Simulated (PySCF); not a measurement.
A calculated (CAM-B3LYP, PySCF 2.14, dyall-av3z, the non-relativistic Hamiltonian (point nucleus)) atom or ion has these occupied shells.

| shell | electrons | orbital energy (eV) | rms radius, mean of both spins (bohr) |
| --- | --- | --- | --- |
| 1s | 2 | -2140.1 | 0.121 |
| 2s | 2 | -219.99 | 0.567 |
| 2p | 6 | -170.00 | 0.541 |
| 3s | 2 | -48.454 | 1.79 |

(1) Name the element and its charge.

Answers

(1) P³⁺ (phosphorus, charge +3), in [Ne] 3s2, closed-shell 1S.
